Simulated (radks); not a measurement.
Neutral lead inside a hard spherical wall (all orbitals vanish at R), configuration held at [Hg] 6p2 and not refilled when levels cross. Method: scalar-relativistic Kohn-Sham, PBE, spin-polarised, spherical densities, point nucleus; open shells are filled with parallel spins first (spin-orbit coupling, left out, can overturn this in heavy ions); computed with a radial shooting solver on a logarithmic mesh with Libxc functionals. Eigenvalues in eV for spin up, with the zero of energy where the potential of the charges vanishes at infinity; a dash marks a level that is unbound or too diffuse for the functional's potential to be trusted. A positive occupied level is held by the wall or, in an anion where self-interaction has pushed it up, behind a barrier. The pressure on the wall is -dE/dV.

R (bohr)  E (hartree)  kinetic (hartree)    e(5p)    e(5d)    e(6s)   e(6p)  e(7s, empty)  e(6d, empty)  pressure (GPa)
free      -20881.9299          23611.151  -85.703  -21.121  -12.391  -3.938             -             -               0
10        -20881.9291          23611.158  -85.633  -21.052  -12.333  -3.882         0.088         1.712          0.0196
8         -20881.9236          23611.195  -85.364  -20.788  -12.121  -3.648         1.600         2.994           0.235
4         -20881.3587          23613.813  -78.884  -14.719   -6.271   5.187        34.045        22.452             115
3         -20879.2947          23622.454  -68.170   -4.714    7.686  25.124        90.930        55.065            1180
2         -20862.4274          23685.590  -27.085   40.178   92.221  132.38        330.64        193.65           26900
1.5       -20810.0818          23858.868   50.589   134.81   297.94  367.45        782.22        457.16          217000
